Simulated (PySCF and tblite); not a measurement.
Results of a calculation; reference values are marked as such.
## Conformer ensemble of C5H10O2, numbered as in [CH3:1][CH:2]1[O:3][CH2:4][CH2:5][CH2:6][O:7]1

Conformers came from 90 starts (ETKDG and KDG, MMFF94s, GFN2-xTB); geometries are PBE0-D3(BJ)/def2-SVP. Weights use PBE0-D3(BJ)/def2-TZVP energies plus GFN2-xTB zero-point and thermal terms (modes under about 100 cm⁻¹ blended into free rotors). Symmetry numbers and mirror images are counted. Conformers within 4 kcal/mol (GFN2-xTB free energy) were kept, 5 at most. GIAO shieldings: PBE0/pcSseg-1. Shifts are against TMS (¹H), TMS (¹³C) at the same level; of two unlike H on one atom, a is the less shielded. (PySCF 2.14, tblite 0.8.)

The 6-ring runs over atoms 2–3–4–5–6–7. Of a mirror pair one member is shown.

```
conformer                                                        shape   symmetry  E(GFN2) kcal/mol  E(DFT) kcal/mol  G(298.15 K) kcal/mol  weight %  dipole D
        1                   6-ring chair (all substituents equatorial)         Cs              0.00             0.00                  0.00     100.0      1.67
        2                                      6-ring chair (C1 axial)         Cs              1.75             4.44                  4.81       0.0      1.82
        3  6-ring twist-boat (ring torsions -66, 36, 26, -69, 42, 26°)  C1 (pair)              3.87             5.92                  5.32       0.0      0.91
```

Weights (%) against temperature:

| T (K) | 1 | 2 | 3 | S(mix) cal/mol/K |
| --- | --- | --- | --- | --- |
| 250 | 100.0 | 0.0 | 0.0 | 0.00 |
| 273.15 | 100.0 | 0.0 | 0.0 | 0.00 |
| 298.15 | 100.0 | 0.0 | 0.0 | 0.01 |
| 323.15 | 99.9 | 0.1 | 0.0 | 0.01 |
| 373.15 | 99.8 | 0.1 | 0.1 | 0.04 |

Averaged shifts at 298.15 K. ¹H: 4.21 (H2, 1H), 3.97 (H4a/H6a, 2H), 3.48 (H4b/H6b, 2H), 1.91 (H5a, 1H), 1.19 (H1, 3H), 0.74 (H5b, 1H) ppm. ¹³C: 99.7 (C2), 67.5 (C4/C6), 27.9 (C5), 22.9 (C1) ppm.

Coordinates of conformer 1 (Å):

```xyz
17

C     2.412    0.181    0.015
C     0.942    0.113   -0.291
O     0.296    1.146    0.396
C    -1.093    1.148    0.173
C    -1.693   -0.196    0.556
C    -0.911   -1.290   -0.153
O     0.466   -1.145    0.091
H     2.945   -0.617   -0.519
H     2.814    1.158   -0.286
H     2.558    0.050    1.096
H     0.748    0.244   -1.383
H    -1.514    1.971    0.768
H    -1.305    1.363   -0.896
H    -1.604   -0.335    1.645
H    -2.761   -0.240    0.290
H    -1.197   -2.293    0.196
H    -1.109   -1.247   -1.246
```

Coordinates of conformer 2 (Å):

```xyz
17

C     1.916    0.492   -0.175
C     1.040   -0.542    0.520
O     0.364   -1.373   -0.386
C    -0.715   -0.760   -1.050
C    -1.690   -0.173   -0.043
C    -0.916    0.728    0.905
O     0.173    0.032    1.461
H     1.339    1.208   -0.776
H     2.481    1.060    0.578
H     2.625   -0.017   -0.843
H     1.680   -1.222    1.103
H    -0.361    0.031   -1.743
H    -1.184   -1.541   -1.665
H    -2.493    0.384   -0.551
H    -2.150   -0.992    0.533
H    -0.578    1.640    0.371
H    -1.537    1.059    1.750
```

Shifts are unscaled: against experiment ¹³C can be off by 15 ppm or more and ¹H by 0.8 ppm.

Search and properties took 2.7 min on 1 thread of Arm Neoverse V1, on a host shared with other jobs (rough), launched as `OMP_NUM_THREADS=1 python ens_run.py task.json out`.
